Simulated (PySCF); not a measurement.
# Working with the constants of BeI

r²SCAN constants of BeI, ²Σ⁺ (doublet), unpaired electrons σ ↑ (basis Be aug-cc-pVDZ, I aug-cc-pVDZ-PP with ECP28; scalar-relativistic core potentials; PySCF 2.14; masses 9.0122 and 126.9045 u):

- ωe: 605.5 cm⁻¹
- ωexe: 3.29 cm⁻¹
- Be: 0.41492 cm⁻¹
- αe: 0.00330 cm⁻¹
- De to Be + I: 3.09 eV

Question: What force constant and bond length do these constants imply?

Answer: Reduced mass μred = 8.4146 u; k = 5.8918×10⁻⁷·μred·ωe² (u, cm⁻¹, mdyn/Å) = 1.82 mdyn/Å; Re = √(16.8576/(μred·Be)) (u, cm⁻¹, Å) = 2.197 Å.

Question: Estimate the centrifugal constant D from the Kratzer relation and find the Dunham coefficient a1.

Answer: D = 4Be³/ωe² = 7.79e-07 cm⁻¹; a1 = −1 − αeωe/(6Be²) = -2.93.

These are scalar-relativistic numbers at best; spin–orbit coupling would shift them, the dissociation energy most. The state was picked by a PBE0 search and need not be the measured ground state.
